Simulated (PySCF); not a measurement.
## Atomic charges by several schemes

C₇H₅N₂ (charge -1).
SMILES with atom numbers: `[N:1]#[C:2][CH-:3][c:4]1[cH:5][cH:6][n:7][cH:8][cH:9]1` (hydrogens: H10 on C3; H11 on C5; H12 on C6; H13 on C8; H14 on C9)

Geometry (GFN2-xTB, Å), atoms numbered from 1 in this order:
```xyz
14
C7H5N2 angstrom
N      3.3759   -1.4369    1.0899
C      2.6507   -0.6909    0.5687
C      1.8366    0.2150   -0.0626
C      0.4486    0.1456   -0.0794
C     -0.2968   -0.8824    0.5653
C     -1.6619   -0.8813    0.5062
N     -2.4088    0.0329   -0.1280
C     -1.7175    1.0026   -0.7369
C     -0.3544    1.1106   -0.7504
H      2.3343    1.0317   -0.5771
H      0.2339   -1.6582    1.1028
H     -2.2339   -1.6661    0.9990
H     -2.3315    1.7434   -1.2483
H      0.1241    1.9334   -1.2714
```

Density: PBE0/pcSseg-1 (PySCF); schemes: Mulliken, IAO, Hirshfeld and ESP-fitted. One conformer (not necessarily the lowest) at the GFN2-xTB geometry, without solvent, vibrations or thermal averaging. The pcSseg-1 basis has no diffuse functions, a weakness for an anion.

**Question.** Give the atomic charges in each scheme.

**Answer.** In e; atoms taken as equivalent share a row and are averaged (×n: the atom named and its like, n in all):

```csv
atom,environment,Mulliken,IAO,Hirshfeld,ESP-fitted
N1,nitrogen bonded to C,-0.387,-0.428,-0.374,-0.739
C2,carbon bonded to C and N,+0.044,+0.129,+0.007,+0.744
C3,carbon bonded to 2 C and H,-0.202,-0.420,-0.182,-1.332
C4,substituted aromatic carbon,-0.105,+0.050,-0.012,+1.152
C5/C9,aromatic CH carbon,-0.189,-0.250,-0.108,-0.911
C6/C8,aromatic CH next to a ring nitrogen,+0.134,-0.031,-0.033,+0.515
N7,pyridine-type nitrogen,-0.485,-0.397,-0.255,-0.831
H10,hydrogen on C3,+0.056,+0.131,+0.012,+0.326
H11/H14,aromatic hydrogen,+0.044,+0.130,+0.024,+0.233
H12/H13,aromatic hydrogen,+0.051,+0.119,+0.018,+0.004
```

Mean size of the charges over all atoms: ESP-fitted 0.604 e, IAO 0.187 e, Mulliken 0.151 e, Hirshfeld 0.086 e. Each set sums to the total charge, -1, to within 0.001 e. The ESP scheme fits charges at the nuclei, held to the total charge, to the electrostatic potential on points at 1.4 to 2.0 times the van der Waals radii. The IAO scheme counts the electrons in orthogonalised intrinsic atomic orbitals, a minimal basis polarised so that it spans the occupied orbitals exactly.

Some averages cover members that differ in this geometry: C5/C9, ESP-fitted -0.932 to -0.890; C6/C8, ESP-fitted +0.495 to +0.534; H11/H14, ESP-fitted +0.214 to +0.251; H11/H14, Mulliken +0.028 to +0.060 e.

Lowest charge. The schemes don't all agree: Mulliken N7 (-0.485); IAO N1 (-0.428); Hirshfeld N1 (-0.374); ESP-fitted C3 (-1.332).

Highest charge. The schemes don't all agree: Mulliken C6/C8 (+0.134); IAO H10 (+0.131); Hirshfeld H11/H14 (+0.024); ESP-fitted C4 (+1.152).

**Question.** Sum the charges by element.

**Answer.** 
```json
{"element": "N", "atoms": "2", "Mulliken": "-0.873", "IAO": "-0.826", "Hirshfeld": "-0.629", "ESP-fitted": "-1.571"}
{"element": "C", "atoms": "7", "Mulliken": "-0.373", "IAO": "-0.803", "Hirshfeld": "-0.467", "ESP-fitted": "-0.229"}
{"element": "H", "atoms": "5", "Mulliken": "+0.246", "IAO": "+0.629", "Hirshfeld": "+0.096", "ESP-fitted": "+0.799"}
```

**Question.** How many electrons does the IAO scheme count on C9?

**Answer.** Its own charge is -0.251 e, so Z − q = 6.250.

**Question.** How closely do the schemes follow one another over all atoms?

**Answer.** Correlation coefficient and root-mean-square difference: IAO with Hirshfeld 0.93, 0.118 e; Mulliken with Hirshfeld 0.88, 0.099 e; Mulliken with IAO 0.86, 0.113 e; IAO with ESP-fitted 0.82, 0.552 e; Mulliken with ESP-fitted 0.70, 0.602 e; Hirshfeld with ESP-fitted 0.70, 0.642 e.
